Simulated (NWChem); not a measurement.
Molecule: C2H8Sn; SMILES [CH3][SnH2][CH3]

def2 effective core potentials on Sn; no spin-orbit coupling.

Give the equilibrium geometry at PBE0/def2-SVP with def2 effective core potentials on Sn (NWChem) as a list of bonds and angles, with the point group.

point group C2v; any orientation.
Bonds (Å): Sn1–C2 2.155, Sn1–C3 2.155, Sn1–H4 1.720, Sn1–H5 1.720, C2–H6 1.099, C2–H7 1.099, C2–H8 1.099, C3–H9 1.099, C3–H10 1.099, C3–H11 1.099. Angles (°): C2–Sn1–C3 110.2, C2–Sn1–H4 109.6, C2–Sn1–H5 109.6, C3–Sn1–H4 109.6, C3–Sn1–H5 109.6, H4–Sn1–H5 108.3, Sn1–C2–H6 110.1, Sn1–C2–H7 110.3, Sn1–C2–H8 110.1, H6–C2–H7 108.7, H6–C2–H8 108.8, H7–C2–H8 108.7, Sn1–C3–H9 110.3, Sn1–C3–H10 110.1, Sn1–C3–H11 110.1, H9–C3–H10 108.7, H9–C3–H11 108.7, H10–C3–H11 108.8.
